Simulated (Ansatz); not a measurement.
Born–Oppenheimer molecular dynamics of F$_{3}$H$_{3}$OSi (8 atoms, charge 0, multiplicity 1). It starts at the highest image of a converged band. Of that band: Neighbouring images differ by up to 1.9 eV, so the band resolves the path poorly. A vibrational analysis at the climbing image gives one clearly imaginary mode, 1359i cm⁻¹: a first-order saddle point.

Level of theory: Ansatz, RKS B3LYP/def2-SVP.

```json
{
  "ensemble": "NVE (velocity Verlet)",
  "time step": "0.5 fs",
  "steps asked": "200",
  "starting velocities drawn for": "100 K",
  "seed": "2983"
}
```

First frame:

```xyz
8
Properties=species:S:1:pos:R:3
Si -0.269 0.032 -0.119
H -0.060 0.758 1.389
F 1.154 -0.704 0.086
F -0.258 1.469 -0.844
F -0.834 -0.896 -1.333
O -1.703 -0.355 0.908
H -2.284 -1.136 0.915
H -1.008 0.203 1.631
```

Q: How far do the bonds stretch over the last three quarters of this one trajectory? (Pairs bonded in most of those frames.)

A: 
| bond | mean (Å) | spread (Å) | shortest | longest |
| --- | --- | --- | --- | --- |
| Si1–F3 | 1.610 | 0.039 | 1.55 | 1.68 |
| Si1–F4 | 1.616 | 0.046 | 1.54 | 1.68 |
| Si1–F5 | 1.610 | 0.031 | 1.55 | 1.65 |
| Si1–O6 | 1.626 | 0.042 | 1.57 | 1.69 |
| H2–H8 | 0.768 | 0.042 | 0.71 | 0.83 |
| O6–H7 | 0.969 | 0.005 | 0.96 | 0.98 |

Mean temperature of the second half: 2124 K. The conserved energy stayed within 0.26 meV per atom of its start (net change -0.16 meV per atom), so the integration is sound. The kinetic energy rose, since the run started high on the potential surface and went downhill. It ends in pieces (F3HOSi + H2), so much of that is their flight and rotation, not heat. A run of 0.1 ps of so small a system gives no equilibrium averages. The orbitals stay closed-shell, which can raise the energy where a bond breaks towards radicals; this wasn't checked here.

The run took 4.9 min on 2 threads of Arm Neoverse V1, on a shared host, peak memory 0.17 GiB.
